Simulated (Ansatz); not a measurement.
Ideal-gas functions of AlBrH, SMILES `[AlH][Br]` radical at 400 K and 1 bar, from an Ansatz frequency run at PBE0-D4/def2-TZVP.

Molar mass 107.89 g/mol, point group Cs (symmetry number 1), electronic degeneracy 2, moments of inertia 1.97, 110.263, 112.233 u Å². Harmonic wavenumbers (cm⁻¹, unscaled): 397, 541, 1821.

Use S(trans) = R[1.5 ln M + 2.5 ln T − 1.1517]; rotational temperatures θ = 24.2544 K / I; S(rot) = R[ln(√π/σ · √(T³/θAθBθC)) + 1.5]; for each mode x = 1.438777 ν̃/T, S = R[x/(eˣ − 1) − ln(1 − e⁻ˣ)] and H = RT x/(eˣ − 1); 1 cm⁻¹ = 0.0119627 kJ/mol; R = 8.31446 J/(mol·K).

Q: By hand: the entropy, in J/(mol·K).

A: Translation 173.3. Rotation: θ = 12.3119, 0.22, 0.2161 K, giving 94.2. Vibration, mode by mode: 6.02, 3.98, 0.09, in all 10.1. Electronic 5.8. Sum 283.4 J/(mol·K).

Q: By hand: H − E and G − E in kJ/mol, counted from the electronic energy.

A: Zero-point energy ½ × 2759 × 0.0119627 = 16.5; thermal vibration 2.6; translation, rotation and pV give 4 RT = 13.3. H − E = 32.4 kJ/mol, and G − E = 32.4 − 400 × 283.4/1000 = -81.0 kJ/mol.

Vibration gives 4 % of the entropy.
